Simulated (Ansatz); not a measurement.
Reaction (SMILES): O[Si](Cl)(Cl)Cl + H+ → [OH2+][Si](Cl)(Cl)Cl
Geometries: B3LYP-D3(BJ)/def2-TZVP minima from Ansatz (a program for electronic structure), one conformer each, not searched for the lowest. Frequencies are from Ansatz.

Quantity: proton affinity (enthalpy at 298 K, with B3LYP-D3(BJ) rigid-rotor harmonic-oscillator terms), positive where the reaction releases energy, in kcal/mol. Valence correlation only, unless marked. No spin-orbit coupling. No relativistic terms. CBS(X,Y): correlation extrapolated as X^-3; Hartree-Fock from the larger set. [CCSD(T)-MP2]/basis is that difference in the basis named.

```tsv
level	program	proton affinity (kcal/mol)
SVWN5/def2-TZVPD	Ansatz	162.8
PBE-D3(BJ)/def2-TZVPD	Ansatz + dftd3	168.8
PBE0/STO-3G	Ansatz	211.6
PBE0-D3(BJ)/def2-TZVPD	Ansatz + dftd3	169.0
PBE0/def2-TZVP	Ansatz	169.0
BHLYP-D4/def2-TZVPD	Ansatz + dftd4	167.4
r2SCAN0-D4/def2-TZVPD	Ansatz + dftd4	167.6
r2SCAN0/def2-TZVPD	Ansatz	167.5
LC-wPBE-D4/def2-TZVPD	Ansatz + dftd4	…
wB97X-V/def2-TZVPD	Ansatz	…
SCS-MP2/cc-pV(D+d)Z	Ansatz	172.9
CCSD/STO-3G	Ansatz	224.0
CCSD/cc-pV(D+d)Z	Ansatz	173.8
CCSD/cc-pV(T+d)Z	Ansatz	…
RI-MP2/CBS(cc-pV(T+d)Z,cc-pV(Q+d)Z)+[CCSD(T)-MP2]/cc-pV(T+d)Z	Ansatz	167.8
```

### Question
Complete the blanks.

### Answer

- LC-wPBE-D4/def2-TZVPD, proton affinity (kcal/mol): 168.2
- wB97X-V/def2-TZVPD, proton affinity (kcal/mol): 167.7
- CCSD/cc-pV(T+d)Z, proton affinity (kcal/mol): 170.1
